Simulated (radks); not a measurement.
Results of a calculation; reference values are marked as such.
Problem. Species: Ta VIII. Configuration: [Kr] 4d10 4f13 5s2 5p5 (the NIST ground configuration). Level of theory: Dirac Kohn-Sham, LB94 model potential, spin-unpolarised, spherical densities, finite nucleus; open shells fill j = l - 1/2 first; Fermi nuclear charge, rms radius 5.3507 fm (a radial shooting solver on a logarithmic mesh with Libxc functionals). Some entries of the table are withheld. Estimate them.

orbital  occ.  eigenvalue (hartree)  r(max) (bohr)
1s1/2       2             -2484.336        0.01167
2s1/2       2             -430.7142        0.06698
2p1/2       2             -412.2582        0.04983
2p3/2       4             -365.2003        0.05659
3s1/2       2             -102.2253         0.1888
3p1/2       2             -93.91272         0.1769
3p3/2       4             -83.79953         0.1907
3d3/2       4             -69.64216         0.1494
3d5/2       6             -67.43307         0.1533
4s1/2       2             -24.14016            (1)
4p1/2       2             -20.71567         0.4290
4p3/2       4             -18.39064         0.4587
4d3/2       4                   (2)         0.4561
4d5/2       6                   (3)         0.4656
5s1/2       2              -6.63297         0.9650
5p1/2       2              -5.55634          1.026
4f5/2       6              -5.22138         0.4346
5p3/2       3              -5.15227          1.101
4f7/2       7              -5.14216         0.4397

Solution. 
(1) 4s1/2 r(max) (bohr): 0.4291
(2) 4d3/2 eigenvalue (hartree): -12.72744
(3) 4d5/2 eigenvalue (hartree): -12.29631
